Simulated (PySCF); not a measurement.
# Stationary points of ZrS(OH)2

These are results of PBE0 in PySCF with Zr def2-SVP with ECP28, S def2-SVP, O def2-SVP, H def2-SVP; scalar-relativistic core potentials, no spin–orbit coupling; density-fitted integrals, not measurements.

Relaxations began from a few typed shapes. The search is not exhaustive: other isomers or separated fragments can lie lower, and high-lying points may rest on an excited occupation.

```csv
spin,group,bonds,angles,imaginary modes (cm⁻¹),ΔE (kJ/mol),ΔE with ZPE (kJ/mol)
singlet,Cs,"O–H 0.960 Å (×2), Zr–O 1.936 Å (×2), Zr–S 2.225 Å","H–O–Zr 143.6° (×2), O–Zr–O 114.9°, O–Zr–S 113.6° (×2)",none,0.0,0.0
singlet,C2v,"O–H 0.960 Å (×2), Zr–O 1.944 Å (×2), Zr–S 2.229 Å","H–O–Zr 149.1° (×2), O–Zr–O 122.0°, O–Zr–S 119.0° (×2)",1 found,4.3,–
```

The lowest minimum found is the singlet Cs: O–H 0.960 Å (×2), Zr–O 1.936 Å (×2), Zr–S 2.225 Å; H–O–Zr 143.6° (×2), O–Zr–O 114.9°, O–Zr–S 113.6° (×2).

For the lowest minimum: stability towards spin polarisation was not tested.
